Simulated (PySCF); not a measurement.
**A survey of ²⁹Si NMR shifts**

Theory: GFN2-xTB structure, NMR shieldings at PBE0/pcSseg-1/GIAO, in PySCF 2.14.0 with density-fitted response routines (relativity neglected, no solvent model, single conformer, fast rotation and ring inversion assumed for equivalent nuclei).

Shieldings were converted by a linear fit to measured shifts: ²⁹Si: δ = 279.94 − 0.822σ (rms 8.9 ppm, 72 shifts, 25.8 ppm with the 6 outliers that the fit left out vs TMS, solution or neat liquid). A few per cent of atoms miss by over 2 rms, more outside the fitted compound classes.

Q: Give the ²⁹Si shifts of `C[SiH](C)[Si@H](C)P`, `C[SiH2][Si@H]([SiH2]S)[SiH2]C=O`.

A: 
```
                                                   compound                         environment  δ (ppm)
            [CH3:1][SiH:2]([CH3:3])[Si@H:4]([CH3:5])[PH2:6]   Si2: silicon bonded to 2 C, Si, H    -38.3
            [CH3:1][SiH:2]([CH3:3])[Si@H:4]([CH3:5])[PH2:6]  Si4: silicon bonded to C, P, Si, H    -51.1
[CH3:1][SiH2:2][Si@H:3]([SiH2:4][SH:5])[SiH2:6][CH:7]=[O:8]   Si4: silicon bonded to S, Si, 2 H    -57.9
[CH3:1][SiH2:2][Si@H:3]([SiH2:4][SH:5])[SiH2:6][CH:7]=[O:8]   Si6: silicon bonded to C, Si, 2 H    -64.7
[CH3:1][SiH2:2][Si@H:3]([SiH2:4][SH:5])[SiH2:6][CH:7]=[O:8]   Si2: silicon bonded to C, Si, 2 H    -65.0
[CH3:1][SiH2:2][Si@H:3]([SiH2:4][SH:5])[SiH2:6][CH:7]=[O:8]      Si3: silicon bonded to 3 Si, H   -130.8
```

Q: Match the shifts 27.0, -41.6, -59.8 ppm to `C=C(C)[SiH2][C@H](F)C(F)(F)F`, `CCCCS[Si](C)(C)Cl`, `FC(F)(F)P=C=C[SiH3]`.

A: 27.0: CCCCS[Si](C)(C)Cl (silicon bonded to 2 C, Cl, S); -41.6: C=C(C)[SiH2][C@H](F)C(F)(F)F (silicon bonded to 2 C, 2 H); -59.8: FC(F)(F)P=C=C[SiH3] (silicon bonded to C, 3 H).
